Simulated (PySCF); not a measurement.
C3H8BFO, SMILES C(B(CC)F)O.

Geometry optimised at r2SCAN-D4/def2-SVP. The structure was generated by enumeration, and PubChem lists no compound with its InChIKey, so it may never have been made. Other conformers were not sampled.

Two levels are set side by side: PBE/def2-TZVP (PySCF) and r2SCAN/def2-TZVP (PySCF). Same geometry, gas phase. Differences are taken from unrounded values.

```csv
quantity,r2SCAN,PBE,PBE minus r2SCAN
orbital gap (eV),5.52,4.80,-0.72
highest occupied level (eV),-6.32,-5.99,0.33
lowest empty level (eV),-0.80,-1.20,-0.40
dipole moment (D),1.45,1.41,-0.04
mean polarisability (bohr³),55.0,56.6,1.6
```

Rough cost on one machine, each run with all the roots and properties that it gave: r2SCAN against PBE about 4 times.
